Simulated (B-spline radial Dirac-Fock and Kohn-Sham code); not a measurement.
## Two-hole binding energies of Pt⁵⁺

System: the Pt⁵⁺ ion, configuration [Xe] 4f14 5d5, inside a Watson sphere of charge -5 and radius 2.7 Å (a model of the Madelung potential; inside it an electron's potential energy is raised by 26.7 eV).

The run's input, task.json:

```json
{"items": [{
  "Z": 78,
  "q": 5,
  "cfg": [[1, 0, 2], [2, 0, 2], [2, 1, 6], [3, 0, 2], [3, 1, 6], [3, 2, 10], [4, 0, 2], [4, 1, 6], [4, 2, 10], [4, 3, 14], [5, 0, 2], [5, 1, 6], [5, 2, 5]],
  "A": 195,
  "rrms": 5.427,
  "watson": [-5, 2.7],
  "do": ["binding", "quiet", "double"]
}]}
```

Launch: `python xray_run.py task.json out`

Level of theory: Dirac-Fock (average of configuration) total-energy differences with a finite nucleus, the Breit interaction including its frequency dependence, and self-energy and vacuum-polarisation corrections; a radial B-spline solver. U is the two-hole binding energy less the two single-hole energies, the effective repulsion of the holes after relaxation. Each two-hole energy is an average over J within one jj subconfiguration.

```
          holes  E(a) (eV)  E(b) (eV)  E(ab) (eV)  U (eV)
           1s⁻²    78445.6    78445.6    158408.5  1517.3
   1s⁻¹ 2p3/2⁻¹    78445.6    11619.4     90428.2   363.1
   1s⁻¹ 3p3/2⁻¹    78445.6     2706.5     81268.2   116.1
   1s⁻¹ 3d3/2⁻¹    78445.6     2258.1           ?       ?
   1s⁻¹ 3d5/2⁻¹    78445.6     2177.7     80730.2   106.8
   2s⁻¹ 2p1/2⁻¹    13943.0    13328.8     27504.2   232.4
        2p3/2⁻²    11619.4    11619.4     23491.2   252.3
   2s⁻¹ 3p1/2⁻¹    13943.0     3086.6     17134.1   104.5
   2s⁻¹ 3p3/2⁻¹    13943.0     2706.5     16744.9    95.4
   2s⁻¹ 3d3/2⁻¹    13943.0     2258.1     16309.2   108.1
   2s⁻¹ 3d5/2⁻¹    13943.0     2177.7     16224.8   104.0
2p1/2⁻¹ 3p3/2⁻¹    13328.8     2706.5     16135.9   100.5
        4f5/2⁻²      127.1      127.1       285.5    31.3
        5p1/2⁻²      118.0      118.0       256.8    20.8
```

Q: Give the missing two-hole energy and U.

A: E(ab) = 80815.8 eV and U = 112.0 eV.

Values without a named source are computed, but for edge energies of neutral atoms, which are taken from tables.
